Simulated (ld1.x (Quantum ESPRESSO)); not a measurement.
## An all-electron radial function and its pseudo partner (copper)

Columns: radius, all-electron u(r) and pseudo u(r) of the 3p shell (level -117.62 eV) of copper in the configuration [Ne] 3s2 3p6 3d8 4s0 4p0; PBEsol, scalar-relativistic, PAW scheme, ld1.x (Quantum ESPRESSO) 7.5.

```csv
r (bohr),all-electron,pseudo
0.082,0.5598,-0.0305
0.165,0.5762,-0.1192
0.248,0.0839,-0.2542
0.330,-0.4681,-0.4156
0.413,-0.8936,-0.5863
0.495,-1.1426,-0.7416
0.578,-1.2469,-0.8674
0.660,-1.2464,-0.9483
0.742,-1.1814,-0.9804
0.825,-1.0799,-0.9649
0.908,-0.9626,-0.9085
0.990,-0.8442,-0.8247
1.072,-0.7305,-0.7262
1.155,-0.6244,-0.6243
1.238,-0.5292,-0.5293
1.320,-0.4465,-0.4465
1.402,-0.3745,-0.3745
1.485,-0.3120,-0.3120
1.568,-0.2589,-0.2589
1.650,-0.2146,-0.2146
1.733,-0.1769,-0.1769
1.815,-0.1458,-0.1458
1.898,-0.1196,-0.1196
1.980,-0.0981,-0.0981
2.062,-0.0804,-0.0804
2.145,-0.0655,-0.0655
```

Question: How many radial nodes do the two functions have?

Answer: The all-electron 3p function has n − l − 1 = 1; the pseudo-wave has 0, since the states of the same l below it are removed with the core.

Question: At about which radius was the pseudo-wave matched?

Answer: 1.30 bohr. The columns agree to 0.0005 from 1.16 bohr on; several derivatives are matched, so the curves merge somewhat inside the radius.

Question: Is the pseudo-wave norm-conserving?

Answer: No, it belongs to a PAW set: the norm inside the radius is not constrained, and the difference is carried by the augmentation charge.
